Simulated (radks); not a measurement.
Values are calculated unless marked as measured or tabulated.
Problem. Sn+, 49 electrons, occupied as [Kr] 4d9.5 5s1.5 5p2 (fractional occupations, a model configuration). Code: a radial shooting solver on a logarithmic mesh with Libxc functionals. Model: Dirac Kohn-Sham, PBEsol, spin-unpolarised, spherical densities, finite nucleus; open shells are shared between the two j in proportion to 2j + 1; Fermi nuclear charge, rms radius 4.6519 fm. Some entries of the table are withheld. Estimate them.

orbital      occ.  eigenvalue (hartree)  <r> (bohr)  <r^2> (bohr^2)
1s1/2           2             -1065.397     0.02907        0.001144
2s1/2           2                   (1)      0.1252         0.01853
2p1/2           2             -150.6393      0.1058             (2)
2p3/2           4             -142.1707      0.1112             (3)
3s1/2           2             -31.48184      0.3393          0.1318
3p1/2           2             -27.18765      0.3300          0.1266
3p3/2           4             -25.64109      0.3412          0.1352
3d3/2           4             -18.04364         (4)          0.1161
3d5/2           6             -17.72423         (5)          0.1186
4s1/2           2              -5.36639      0.8168          0.7550
4p1/2           2                   (6)      0.8625          0.8500
4p3/2           4                   (7)      0.8919          0.9089
4d3/2         3.8              -1.40340       1.072             (8)
4d5/2         5.7              -1.36383       1.086             (9)
5s1/2         1.5              -0.71631       2.240           5.677
5p1/2    0.666667              -0.43694       2.702           8.329
5p3/2     1.33333              -0.41289       2.801           8.946

Solution. 
(1) 2s1/2 eigenvalue (hartree): -161.2071
(2) 2p1/2 <r^2> (bohr^2): 0.01377
(3) 2p3/2 <r^2> (bohr^2): 0.01507
(4) 3d3/2 <r> (bohr): 0.3126
(5) 3d5/2 <r> (bohr): 0.3161
(6) 4p1/2 eigenvalue (hartree): -3.93419
(7) 4p3/2 eigenvalue (hartree): -3.65280
(8) 4d3/2 <r^2> (bohr^2): 1.360
(9) 4d5/2 <r^2> (bohr^2): 1.395
